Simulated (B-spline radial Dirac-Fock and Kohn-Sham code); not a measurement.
Photoionisation of calcium ions at Al Kα (taken as 1486.9 eV)

Level of theory: Dirac-Hartree-Slater photoionisation with all multipoles and Dirac-Fock thresholds; a radial B-spline solver. Cross sections in kb; a dash marks an empty subshell or a threshold above the photon energy.

| ion | configuration | total | 2s | 2p1/2 | 3s | 3p1/2 | 4s |
| --- | --- | --- | --- | --- | --- | --- | --- |
| Ca | [Ar] 4s2 | 118.4 | 36.5 | 23.7 | 4.86 | 2.35 | 0.424 |
| Ca¹¹⁺ | [He] 2s2 2p5 | 106.0 | 40.3 | 22.3 | – | – | – |
| Ca¹²⁺ | [He] 2s2 2p4 | 99.32 | 42.4 | 19.3 | – | – | – |
| Ca¹³⁺ | [He] 2s2 2p3 | 90.86 | 44.5 | 15.7 | – | – | – |
| Ca¹⁵⁺ | [He] 2s2 2p1 | 66.83 | 48.5 | 6.20 | – | – | – |

Values without a named source are computed, but for edge energies of neutral atoms, which are taken from tables.
